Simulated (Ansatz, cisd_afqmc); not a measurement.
System: ZnF2, charge 0, singlet. ZnF2 (SMILES [F][Zn][F]).
B3LYP-D3(BJ)/def2-TZVP minimum from Ansatz (a quantum-chemistry and plane-wave program):
```xyz
3

Zn     0.0000     0.0000     0.0000
F      0.0000     0.0000    -1.7405
F      0.0000     0.0000     1.7405
```

Total energies in cc-pwCVTZ-DK, 34 correlated electrons, 7 frozen orbitals. UHF or UKS for unpaired electrons; spin-orbit terms are left out. The -DK rows use spin-free X2C, correlate 3s3p of the metal (1s2s2p frozen) and give its partners the cc-pVXZ-DK valence sets. AFQMC/CISD: phaseless, guided by CISD from CCSD amplitudes; bars are statistical, one sigma. Outlying blocks are dropped, and bars are widened where a walk drifts. Over all cases where full CI ran beside it in this data, AFQMC minus full CI had a median of +0.1 mEh and passed +0.4 mEh in a tenth of the cases.

```
method         program          energy (Eh)  minus AFQMC/CISD (mEh)
----------  ----------  -------------------  ----------------------
HF              Ansatz          -1993.45303            1454.6 ± 1.2
MP2             Ansatz          -1994.97348             -65.8 ± 1.2
CCSD            Ansatz          -1994.86971              38.0 ± 1.2
CCSD(T)         Ansatz          -1994.90686               0.8 ± 1.2
AFQMC/CISD  cisd_afqmc  -1994.9077 ± 0.0012                     0.0
```
